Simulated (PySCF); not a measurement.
**Trend along the fifth-period p block: MTl molecules**

PBE0 with double-zeta basis sets in PySCF, for the lowest determinant that a PBE0 search found; no spin–orbit coupling. De refers to high-spin ground-configuration atoms. A positive dipole means M(−)Tl(+).

```tsv
M	basis	state (unpaired electrons)	Re (Å)	ωe (cm⁻¹)	De (eV)	μ (D)
In	def2-SVP	triplet (σ ↑, π ↑)	3.094	98.3	1.22	0.47
Sn	def2-SVP	quartet (σ ↑, π ↑↑)	2.911	124	1.95	2.20
Sb	def2-SVP	triplet (π ↑↑)	3.014	124	1.63	2.73
Te	def2-SVP	doublet (π ↑)	2.924	138	2.58	3.57
I	def2-SVP	singlet (closed shell)	2.867	149	3.57	4.63
```

The shortest bond is that of TlI (2.867 Å), the longest that of TlIn (3.094 Å). TlI is bound most strongly (3.57 eV) and TlIn least (1.22 eV).

The state changes along the series, so neighbouring rows are not always alike in their bonding.

Spin–orbit coupling is left out, which matters for elements this heavy, above all for dissociation energies. States were picked by a PBE0 search and need not be the measured ground states.
